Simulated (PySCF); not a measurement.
**Peak assignment**

Atoms are numbered as in `[CH3:1][Si@@H:2]([F:3])[N:4]=[C:5]=[O:6]`. Hydrogens are named by the atom that carries them.

Computed data (PySCF 2.14.0 with density-fitted response routines): shielding tensors at B97-2/pcSseg-2 (GIAO), coordinates at the PBE0-D3(BJ)/def2-TZVP level. In vacuum, one computed conformer, relativity neglected, averaged over atoms made equivalent by symmetry, fast rotation or ring inversion.

References, each an isolated molecule treated in the same way: $^{13}$C (σref 185.38), $^{1}$H (σref 31.64) against TMS.

**Question.** Assign these signals to the numbered atoms. $^{13}$C{$^{1}$H} NMR (computed): δ 125.7 (C), 0.1 (CH3).

**Answer.** 
125.7 → C5, central carbon of a heterocumulene
0.1 → C1, methyl carbon bonded to Si: an electropositive neighbour leaves it electron-rich and shielded

**Question.** Assign these signals to the numbered atoms. $^{1}$H NMR (600 MHz, computed): δ 5.18 (m, 1H), 0.35 (m, 3H).

**Answer.** 
```tsv
δ (ppm)	atoms	environment	reason
5.18	H(Si2)	hydrogen on a silicon bonded to C, F, N	–
0.35	H(C1)	hydrogen on a methyl carbon bonded to Si	an electropositive neighbour shields it, as in TMS itself
```

Splittings by $^{19}$F in the carbon and heteronuclear signals aren't shown, as no couplings were computed. Shifts are as computed. Against solution values, carbons near 30 ppm lie about +3 ppm off and those near 130 ppm about +7 ppm. Of 1211 compounds with measured shifts, 218 miss one by over three times the rms of a fit or turn the order of signals round; such compounds aren't used in these exercises. No couplings were computed; multiplicities are counted from neighbouring protons, with m where these are inequivalent, close in shift, in a saturated or five-membered ring or joined by F or P, and br s for small geminal =CH2 splittings.
